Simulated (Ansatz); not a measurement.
`O[Si](F)(F)S[Si](O)(F)F`, charge 0, multiplicity 1.

Give a relaxed structure at PBE0-D4/def2-TZVP (Ansatz). (Best estimate.)

Computed: 
```xyz
11

O     1.571    0.735    0.561
Si    0.564   -0.049    1.551
F    -0.483    0.962    2.162
F     1.321   -0.674    2.787
S    -0.337   -1.675    0.563
Si   -0.725   -0.744   -1.284
O    -1.271    0.759   -1.064
F     0.530   -0.724   -2.243
F    -1.792   -1.660   -2.001
H     1.753    1.662    0.725
H    -1.132    1.408   -1.757
```
Point group C2.
This is one stationary point; other conformers may exist.
